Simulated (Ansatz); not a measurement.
Born–Oppenheimer molecular dynamics of C2H7ClOSi2 (13 atoms, charge 0, multiplicity 1). It starts from a relaxed structure.

Computed with Ansatz 0.2.0, RKS B3LYP/STO-3G.

* ensemble: NVT, Nosé–Hoover chain
* time step: 0.5 fs
* steps asked: 226
* set temperature: 400 K
* thermostat: time constant 100 fs, chain length 3
* seed: 410272

Frames 1 fs apart, positions in Å.

Velocities at 60.0 fs (Å/ps):

```
C 5.00 -5.42 1.00
C -1.11 2.01 4.59
O 1.01 -2.99 -2.12
Si -2.13 -2.06 0.63
Si 1.46 4.72 -1.49
Cl -1.76 0.15 -0.20
H -3.69 -2.63 -9.58
H 9.02 -18.30 -12.57
H 5.21 7.38 -2.29
H 9.30 -0.47 29.64
H 4.36 6.40 -22.93
H 1.60 11.40 10.66
H -7.60 4.92 5.09
```

```xyz
13
Properties=species:S:1:pos:R:3 time_fs=60.0 energy_less_start_eV=0.364 T=183
C 0.058 -1.242 1.052
C 0.414 0.037 0.215
O 1.884 0.331 0.407
Si -0.187 0.088 -1.665
Si -0.651 1.556 -0.062
Cl -2.613 1.641 0.816
H 0.541 -2.150 0.655
H -1.012 -1.464 1.046
H 0.328 -1.137 2.132
H 2.434 -0.542 0.241
H -1.250 -0.791 -1.998
H 0.760 0.255 -2.710
H -0.013 2.777 0.239
13
Properties=species:S:1:pos:R:3 time_fs=61.0 energy_less_start_eV=0.379 T=174
C 0.063 -1.247 1.053
C 0.414 0.038 0.219
O 1.885 0.328 0.405
Si -0.190 0.086 -1.664
Si -0.649 1.561 -0.064
Cl -2.615 1.641 0.816
H 0.539 -2.152 0.645
H -1.006 -1.481 1.033
H 0.334 -1.129 2.127
H 2.437 -0.542 0.270
H -1.248 -0.787 -2.022
H 0.764 0.267 -2.701
H -0.019 2.787 0.245
13
Properties=species:S:1:pos:R:3 time_fs=62.0 energy_less_start_eV=0.357 T=190
C 0.067 -1.252 1.054
C 0.416 0.038 0.223
O 1.886 0.326 0.403
Si -0.192 0.085 -1.663
Si -0.648 1.565 -0.066
Cl -2.616 1.641 0.816
H 0.542 -2.153 0.636
H -1.004 -1.497 1.020
H 0.341 -1.122 2.117
H 2.429 -0.545 0.298
H -1.250 -0.788 -2.048
H 0.772 0.282 -2.697
H -0.019 2.805 0.251
13
Properties=species:S:1:pos:R:3 time_fs=63.0 energy_less_start_eV=0.324 T=214
C 0.071 -1.257 1.056
C 0.419 0.035 0.227
O 1.886 0.325 0.401
Si -0.194 0.083 -1.661
Si -0.648 1.569 -0.067
Cl -2.618 1.641 0.815
H 0.550 -2.153 0.628
H -1.005 -1.510 1.007
H 0.349 -1.115 2.106
H 2.411 -0.551 0.325
H -1.256 -0.793 -2.075
H 0.782 0.299 -2.696
H -0.017 2.830 0.257
13
Properties=species:S:1:pos:R:3 time_fs=64.0 energy_less_start_eV=0.298 T=234
C 0.073 -1.262 1.057
C 0.424 0.030 0.230
O 1.886 0.325 0.400
Si -0.196 0.082 -1.659
Si -0.647 1.574 -0.069
Cl -2.619 1.641 0.815
H 0.563 -2.152 0.621
H -1.006 -1.519 0.996
H 0.359 -1.111 2.097
H 2.386 -0.564 0.349
H -1.263 -0.800 -2.102
H 0.794 0.317 -2.697
H -0.014 2.856 0.261
13
Properties=species:S:1:pos:R:3 time_fs=65.0 energy_less_start_eV=0.282 T=247
C 0.075 -1.266 1.057
C 0.430 0.024 0.233
O 1.885 0.326 0.398
Si -0.199 0.081 -1.656
Si -0.647 1.579 -0.071
Cl -2.619 1.641 0.814
H 0.581 -2.148 0.617
H -1.006 -1.524 0.987
H 0.370 -1.109 2.093
H 2.356 -0.583 0.372
H -1.268 -0.807 -2.128
H 0.804 0.337 -2.696
H -0.012 2.880 0.264
13
Properties=species:S:1:pos:R:3 time_fs=66.0 energy_less_start_eV=0.273 T=254
C 0.076 -1.270 1.056
C 0.437 0.017 0.234
O 1.884 0.328 0.397
Si -0.201 0.080 -1.654
Si -0.647 1.583 -0.072
Cl -2.620 1.641 0.814
H 0.602 -2.143 0.616
H -1.002 -1.525 0.982
H 0.381 -1.109 2.095
H 2.322 -0.607 0.395
H -1.270 -0.811 -2.152
H 0.810 0.356 -2.691
H -0.012 2.897 0.263
13
Properties=species:S:1:pos:R:3 time_fs=67.0 energy_less_start_eV=0.276 T=254
C 0.077 -1.275 1.055
C 0.445 0.009 0.236
O 1.882 0.330 0.396
Si -0.203 0.079 -1.651
Si -0.647 1.588 -0.073
Cl -2.621 1.641 0.813
H 0.625 -2.136 0.619
H -0.997 -1.524 0.980
H 0.392 -1.112 2.100
H 2.285 -0.629 0.416
H -1.267 -0.812 -2.173
H 0.812 0.375 -2.683
H -0.015 2.906 0.258
13
Properties=species:S:1:pos:R:3 time_fs=68.0 energy_less_start_eV=0.291 T=245
C 0.077 -1.279 1.053
C 0.452 0.001 0.236
O 1.881 0.331 0.394
Si -0.205 0.078 -1.649
Si -0.647 1.593 -0.074
Cl -2.621 1.641 0.813
H 0.649 -2.127 0.625
H -0.991 -1.520 0.981
H 0.400 -1.119 2.106
H 2.249 -0.647 0.437
H -1.258 -0.809 -2.190
H 0.809 0.394 -2.670
H -0.022 2.907 0.249
13
Properties=species:S:1:pos:R:3 time_fs=69.0 energy_less_start_eV=0.317 T=229
C 0.078 -1.282 1.051
C 0.459 -0.007 0.235
O 1.879 0.332 0.393
Si -0.207 0.077 -1.646
Si -0.647 1.598 -0.075
Cl -2.621 1.641 0.812
H 0.671 -2.119 0.634
H -0.986 -1.516 0.985
H 0.403 -1.130 2.110
H 2.214 -0.657 0.458
H -1.244 -0.802 -2.203
H 0.801 0.411 -2.654
H -0.032 2.901 0.237
13
Properties=species:S:1:pos:R:3 time_fs=70.0 energy_less_start_eV=0.353 T=205
C 0.080 -1.285 1.050
C 0.465 -0.014 0.234
O 1.877 0.332 0.392
Si -0.209 0.076 -1.644
Si -0.646 1.603 -0.076
Cl -2.621 1.640 0.811
H 0.691 -2.112 0.645
H -0.985 -1.513 0.989
H 0.403 -1.143 2.110
H 2.185 -0.657 0.478
H -1.228 -0.794 -2.212
H 0.791 0.428 -2.635
H -0.043 2.890 0.223
13
Properties=species:S:1:pos:R:3 time_fs=71.0 energy_less_start_eV=0.400 T=173
C 0.082 -1.287 1.049
C 0.470 -0.021 0.231
O 1.875 0.332 0.391
Si -0.211 0.076 -1.641
Si -0.647 1.607 -0.077
Cl -2.621 1.640 0.810
H 0.708 -2.108 0.657
H -0.987 -1.512 0.995
H 0.397 -1.158 2.107
H 2.166 -0.650 0.498
H -1.210 -0.784 -2.220
H 0.779 0.445 -2.616
H -0.052 2.879 0.206
```

Of the whole run (113 fs, mean temperature of the second half 224 K): The conserved energy stayed within 0.17 meV per atom of its start (net change 0.12 meV per atom), so the integration is sound. The mean temperature of the second half is 44 % below the set value. A run of 0.11 ps of so small a system gives no equilibrium averages. Limits of this set-up: minimal basis.

The run took 9.6 min on 1 CPU thread of a shared host.
